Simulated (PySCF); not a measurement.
BH₃N, SMILES [NH2+]=B, charge +1.

Geometry optimised at PBE0-D3(BJ)/def2-TZVP. The isomer is the one that the SMILES or the coordinates give; other isomers of the formula were not compared.

Level of theory: TDDFT-LC-ωPBE/def2-TZVPD run with PySCF.

Vertical excitations.  State labels are in the subgroup C2v.

| state | symmetry | energy (eV) | λ (nm) | f | main pairs |
|---|---|---|---|---|---|
| S1 | A2 | 5.98 | 207 | 0.000 | HOMO→LUMO 98 % |
| S2 | A1 | 9.27 | 134 | 0.182 | HOMO→LUMO+1 90 % |
| S3 | B2 | 9.40 | 132 | 0.045 | HOMO−1→LUMO 97 % |
| S4 | B1 | 10.38 | 119 | 0.049 | HOMO→LUMO+2 87 % |
| S5 | B1 | 11.21 | 111 | 0.083 | HOMO−1→LUMO+1 91 % |
| S6 | A2 | 12.26 | 101 | 0.000 | HOMO→LUMO+4 92 % |
| S7 | A1 | 12.65 | 98 | 0.309 | HOMO−2→LUMO 88 % |
| S8 | B2 | 12.81 | 97 | 0.103 | HOMO−3→LUMO 92 % |
| S9 | B1 | 12.83 | 97 | 0.016 | HOMO→LUMO+5 76 % |
| S10 | A2 | 13.27 | 93 | 0.000 | HOMO−2→LUMO+1 97 % |
| T1 | A2 | 5.63 | 220 | 0 | HOMO→LUMO 98 % |
| T2 | A1 | 6.51 | 191 | 0 | HOMO→LUMO+1 95 % |
| T3 | B2 | 7.72 | 161 | 0 | HOMO−1→LUMO 96 % |
| T4 | B1 | 9.50 | 130 | 0 | HOMO−1→LUMO+1 86 % |
Triplets are in the Tamm–Dancoff approximation, which puts them higher than full response would, so one can lie above its singlet here.
